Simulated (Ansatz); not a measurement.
Born–Oppenheimer molecular dynamics of H$_{5}$O$_{2}$PSi (9 atoms, charge 0, multiplicity 1). It starts at the highest image of a converged band. Of that band: The profile has 2 maxima (images 2, 6) with wells between them (image 3): this band takes more than one step, which may be the mechanism or a detour left from its start path. Neighbouring images differ by up to 2.6 eV, so the band resolves the path poorly. A vibrational analysis at the climbing image gives one clearly imaginary mode, 1077i cm⁻¹: a first-order saddle point.

The calculation used UKS BLYP/STO-3G (Ansatz).

```
ensemble                      : NVE (velocity Verlet)
time step                     : 0.5 fs
steps asked                   : 200
starting velocities drawn for : 300 K
seed                          : 10637
```

First frame:

```xyz
9
Properties=species:S:1:pos:R:3
O 0.229 0.623 -2.138
Si 0.780 1.046 -0.540
O -0.597 0.226 0.540
P -0.090 -1.163 1.571
H -0.530 1.306 -2.336
H 0.032 1.442 0.821
H 1.877 0.062 -0.418
H -0.177 -2.122 0.504
H -1.434 -1.466 1.979
```

(1) How far do the bonds stretch over the last three quarters of this one trajectory? (Pairs bonded in most of those frames.)

Answers

(1) 
```tsv
bond	mean (Å)	spread (Å)	shortest	longest
O1–Si2	1.765	0.064	1.66	1.91
O1–H5	1.046	0.012	1.02	1.07
Si2–O3	1.767	0.049	1.70	1.85
Si2–H6	1.544	0.112	1.33	1.80
Si2–H7	1.495	0.034	1.44	1.57
O3–P4	1.788	0.058	1.68	1.88
P4–H8	1.443	0.006	1.43	1.46
P4–H9	1.437	0.016	1.41	1.47
```

Mean temperature of the second half: 1525 K. The conserved energy stayed within 0.46 meV per atom of its start (net change -0.032 meV per atom), so the integration is sound. The system heated up, since it started high on the potential surface and ran downhill. A run of 0.1 ps of so small a system gives no equilibrium averages. The orbitals stay closed-shell, which can raise the energy where a bond breaks towards radicals; this wasn't checked here. Limits of this set-up: minimal basis.

The run took 7.9 min on 1 thread of Arm Neoverse V1, on a shared host, peak memory 0.1 GiB.
